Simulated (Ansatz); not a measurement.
Geometry optimisation, Ansatz, UKS PBE-D4/def2-SVP.

Input file:

```yaml
crystal:
  periodic: [false, false, false]
  atoms:
    - { symbol: H, position_ang: [0.0157, -1.4056, -0.4396] }
    - { symbol: Ge, position_ang: [0.202, 0.5329, -0.009] }
    - { symbol: H, position_ang: [-0.2153, -2.3451, -0.5315] }
    - { symbol: H, position_ang: [-1.2363, 0.9834, -0.27] }
    - { symbol: H, position_ang: [1.0063, 1.8154, -0.2671] }
    - { symbol: H, position_ang: [0.2276, 0.4191, 1.5172] }
magnetization:
  spin_polarized: true
  initial_magnetization: 1
basis:
  gaussian: { orbitals: def2-SVP }
hamiltonian:
  xc: pbe
  dispersion: d4
relax:
  f_tol: 0.15
  max_steps: 25
  restrain:
    - { distance: [0, 2], at: 1.92, k: 30.0 }
    - { distance: [1, 0], at: 1.51, k: 30.0 }
```

Command:

```bash
$ ansatz run input.yaml --threads 1 --pin off --max-ram 2048MiB --backend cpu --events-out ev --progress --plain --runs-dir out
```

Where does it end, and by what steps?

It converged. The restraints hold the end off the free minimum. After 4 steps the energy has risen by 0.206 eV (the restraints' own energy left out); H1 moved furthest, 0.56 Å. Joined: H1–Ge2.

```tsv
step	energy less start (eV)	largest force component (eV/Å)	accepted
0	0.0000	2.276	yes
1	0.5977	1.223	yes
2	0.6515	1.393	yes
3	0.2623	0.642	yes
4	0.2057	0.539	yes
```

```xyz
6
Properties=species:S:1:pos:R:3
H 0.187 -0.874 -0.425
Ge 0.041 0.541 0.130
H -0.186 -2.745 -0.677
H -1.360 1.086 -0.239
H 1.120 1.494 -0.457
H 0.198 0.497 1.669
```

The run took 7.5 s on 1 thread of Arm Neoverse V2, with other jobs on the host, peak memory 0.11 GiB.
